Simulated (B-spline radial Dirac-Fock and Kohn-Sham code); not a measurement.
Method: independent-particle photoionisation in a Dirac-Hartree-Slater potential with a Latter tail, all multipoles, thresholds from Dirac-Fock ΔSCF. Computed with an atomic code on a B-spline grid. Kinetic energies are from the vacuum level. Open shells are spread statistically over j, without multiplet splitting. Without correlation, outer binding energies are uncertain by a few eV, most for open f shells.

Question: A free atom or ion in its tabulated ground configuration is ionised with 1060 eV photons and gives these photoelectron lines. Identify it and assign the lines.

| kinetic energy (eV) | relative cross section |
| --- | --- |
| 684.1 | 21.9 |
| 758.5 | 24.6 |
| 787.6 | 56.2 |
| 911.1 | 68.5 |
| 916.2 | 100.0 |
| 1007.3 | 4.0 |
| 1029.6 | 3.7 |
| 1033.4 | 7.8 |
| 1054.1 | 13.7 |
| 1054.7 | 17.5 |
| 1055.3 | 0.32 |

Answer: Eu, [Xe] 4f7 6s2. Binding energies are hν less the kinetic energy: 4s 375.9 eV, 4p1/2 301.5 eV, 4p3/2 272.4 eV, 4d3/2 148.9 eV, 4d5/2 143.8 eV, 5s 52.67 eV, 5p1/2 30.36 eV, 5p3/2 26.58 eV, 4f5/2 5.92 eV, 4f7/2 5.28 eV, 6s 4.74 eV.

Question: A free atom or ion in its tabulated ground configuration is ionised with Cr Kα (5414.7 eV) photons and gives these photoelectron lines. Identify it and assign the lines.

```
kinetic energy (eV)  relative cross section
             2131.6                   100.0
             5014.7                     6.5
             5091.7                    0.98
             5093.8                     1.9
             5325.9                    0.93
             5341.7                   0.044
             5342.0                   0.084
```

Answer: Ar⁴⁺, [Ne] 3s2 3p2. Binding energies are hν less the kinetic energy: 1s 3283.1 eV, 2s 400.0 eV, 2p1/2 323.0 eV, 2p3/2 320.9 eV, 3s 88.77 eV, 3p1/2 72.99 eV, 3p3/2 72.72 eV.

Question: A free atom or ion in its tabulated ground configuration is ionised with 4140 eV photons and gives these photoelectron lines. Identify it and assign the lines.

```
kinetic energy (eV)  relative cross section
               2.07                    31.5
              298.5                    54.5
              488.3                   100.0
             3255.5                     7.1
             3374.4                     7.2
             3409.2                    13.2
             3618.4                     4.3
             3625.1                     6.0
             3920.8                     1.5
             3962.5                     1.3
             3968.9                     2.4
             4031.9                    0.37
             4032.8                    0.53
```

Answer: Cd⁶⁺, [Kr] 4d6. Binding energies are hν less the kinetic energy: 2s 4137.9 eV, 2p1/2 3841.5 eV, 2p3/2 3651.7 eV, 3s 884.5 eV, 3p1/2 765.6 eV, 3p3/2 730.8 eV, 3d3/2 521.6 eV, 3d5/2 514.9 eV, 4s 219.2 eV, 4p1/2 177.5 eV, 4p3/2 171.1 eV, 4d3/2 108.1 eV, 4d5/2 107.2 eV.
